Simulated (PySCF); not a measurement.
NICS in one family of compounds.

Probes without a nucleus sit at each ring's centroid and 1 Å off its mean plane on both sides; NICS is minus the shielding there, NICSzz its component along the normal. Level: GIAO PBE0/pcSseg-1 (PySCF, non-relativistic, gas phase) on the PBE0-D3(BJ)/def2-SVP geometries, one conformer each. Atom numbers follow the mapped SMILES.

Problem. Order these rings by mean NICS(1)zz, lowest (most negative) first (ppm).
A. ring C1–C2–N3–C4–P5–C6 in `[cH:1]1[cH:2][n:3][cH:4][p:5][cH:6]1`
B. ring C3–C4–C5–P6–C7–N8 in `[CH3:1][O:2][c:3]1[cH:4][cH:5][p:6][cH:7][n:8]1`
C. ring C3–N4–C5–C6–C7–P8 in `[CH3:1][S:2][c:3]1[n:4][cH:5][cH:6][cH:7][p:8]1`

Solution. A (-26.4), B (-23.2), C (-20.5).

```
    SMILES                                                     ring  NICS(0)  NICS(1)  NICS(1)zz  HOMA  rms pucker (Å)  ring atoms with four or more neighbours
  c1cncpc1  6-membered ring with N and P; formal bonds all aromatic     -6.2    -10.5      -26.4  0.91            0.00                                        0
COc1ccpcn1  6-membered ring with N and P; formal bonds all aromatic     -6.6     -9.8      -23.2  0.87            0.00                                        0
CSc1ncccp1  6-membered ring with N and P; formal bonds all aromatic     -4.7     -8.8      -20.5  0.84            0.00                                        0
```

NICS(0) gives another order. The isotropic NICS(1) gives the same order. HOMA uses Krygowski's 1993 parameters. NICS(1) and NICS(1)zz are means over the two faces.
